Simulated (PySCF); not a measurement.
Structure elucidation problem

Molecular formula: C8H7F. Simulated spectra:

¹H NMR (400 MHz, computed): δ 6.74 (m, 1H), 6.70 (m, 1H), 6.18 (m, 1H), 5.81 (m, 1H), 5.60 (m, 1H), 5.47 (m, 1H), 3.53 (d, 1H).

¹³C{¹H} NMR (computed): δ 169.3 (C), 136.9 (CH), 134.5 (CH), 126.2 (CH2), 123.7 (CH), 116.5 (CH), 102.8 (CH), 86.1 (C).

[PySCF: σ from GIAO-PBE0/pcSseg-1; geometry: GFN2-xTB; non-relativistic; one conformer; no solvent]

Scale: TMS for ¹H (σref 31.72), ¹³C (σref 186.93) (reference shieldings calculated alike).

Propose a structure and justify it.

Results:


- Rings plus π bonds: 5 (no ring in the answer).
- 8 carbon signals for 8 carbons: no two carbons are equivalent.
- Carbon types of the structure: 2 × C, 5 × CH, 1 × CH2, which accounts for all hydrogens.
- δC 169.3: fully substituted alkene carbon.
- δC 136.9, 134.5, 123.7, 116.5: alkene CH; an sp2 carbon of a C=C bond.
- δC 126.2: terminal =CH2 carbon; the olefinic region.
- δC 102.8: terminal alkyne carbon; the triple bond shields along its axis, which puts it between sp3 and sp2 carbons.
- δC 86.1: alkyne carbon; sp carbons lie upfield of alkene carbons because the cylindrical π system leaves one tensor component strongly shielded.
- δH 5.60, 5.47: hydrogen on a terminal =CH2 carbon; olefinic region.
- δH 3.53: hydrogen on a terminal alkyne carbon; it lies on the axis of the triple bond, in its shielding cone.

These data were computed for SMILES C#C/C=C\C(F)=C/C=C.

The data come from this structure; uniqueness wasn't tested.

Splittings by ¹⁹F in the carbon and heteronuclear signals aren't shown, as no couplings were computed. Shifts are as computed. Against solution values, carbons near 30 ppm lie about +3 ppm off and those near 130 ppm about +5 ppm. Of 1309 compounds with measured shifts, 239 miss one by over three times the rms of a fit or turn the order of signals round; such compounds aren't used in these exercises. Multiplicities follow the n + 1 count of equivalent neighbours, as no J values were calculated; m marks all less simple cases, F and P coupling included.
